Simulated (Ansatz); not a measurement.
Species: C2H4OS, SMILES `CC(=O)S` (O–C–S–H torsion 180°) (charge 0, multiplicity 1).

Problem. Give a relaxed geometry from Ansatz (a quantum-chemistry and plane-wave program) with B3LYP-D3(BJ)/def2-TZVP.

Solution. This is not unique; one that fits is the end point of this relaxation, one of several conformers (outside a Z-matrix the atoms follow the SMILES, hydrogens last).
Bonds (Å): C1–C2 1.510, C1–H5 1.091, C1–H6 1.091, C1–H7 1.088, C2–O3 1.199, C2–S4 1.807, S4–H8 1.343. Angles (°): C2–C1–H5 110.2, C2–C1–H6 110.2, C2–C1–H7 108.9, H5–C1–H6 107.9, H5–C1–H7 109.8, H6–C1–H7 109.8, C1–C2–O3 124.3, C1–C2–S4 116.8, O3–C2–S4 118.9, C2–S4–H8 97.4.
